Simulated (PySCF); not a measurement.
# Two-component Hartree-Fock for Co²⁺ (cobalt, charge +2)

Start: [Ar] 3d6 4p1; 3d3/2 filled at m_j = +3/2; 3d5/2 filled at m_j = -3/2, -1/2, +1/2, +3/2, +5/2; 4p3/2 filled at m_j = +3/2. Calculated with PySCF 2.14 in x2c-TZVPall-2c with one added diffuse shell each of s, p, d type (7s8p5d1f, 63 functions): generalised Hartree-Fock with the X2C-1e Hamiltonian and a Gaussian nucleus; one run each with spin-orbit coupling (SO) switched off, then screened by Boettger's factors. This is a chosen level, not necessarily the ground level.

| spinor shell | electrons | ε, spin-free (eV) | ε, screened SO (eV) | weight of nominal j (screened SO) | rms radius, screened SO (bohr) |
| --- | --- | --- | --- | --- | --- |
| 1s1/2 | 2 | -7804.8 | -7804.7 | 1.000 | 0.0649 |
| 2s1/2 | 2 | -993.94 | -993.92 | 1.000 | 0.276 |
| 2p1/2 | 2 | -851.53 | -862.18 | 0.987 | 0.247 |
| 2p3/2 | 4 | -851.53 | -846.32 | 0.993 | 0.249 |
| 3s1/2 | 2 | -153.54 | -153.54 | 1.000 | 0.825 |
| 3p3/2 | 4 | -109.88 | -109.08 | 0.830 | 0.877 |
| 3p1/2 | 2 | -109.88 | -111.56 | 0.660 | 0.873 |
| 3d5/2 | 5 | -46.815 | -47.925 | 0.586 | 1.04 |
| 3d3/2 | 1 | -46.815 | -41.414 | 0.788 | 1.08 |
| 4p3/2 | 1 | -20.184 | -20.139 | 1.000 | 3.02 |

```csv
quantity,spin-free,screened SO
E (hartree),-1390.62096,-1390.64772
M_J,11/2,11/2
⟨J²⟩,35.755,35.755
⟨L²⟩,12.003,12.016
⟨S²⟩,8.751,8.745
```

Each row is a mean over spinors that exchange with the open shell spreads, by up to 17.404 eV (3p3/2).

Rows whose weight is well below 1 are mixtures of j = l ± 1/2: exchange outweighs spin-orbit coupling there, and the label is only the starting occupation.

Without spin-orbit coupling the j labels of p, d and f shells carry no meaning; the spin-free column gives the mean over the occupied spinors of each nl shell.
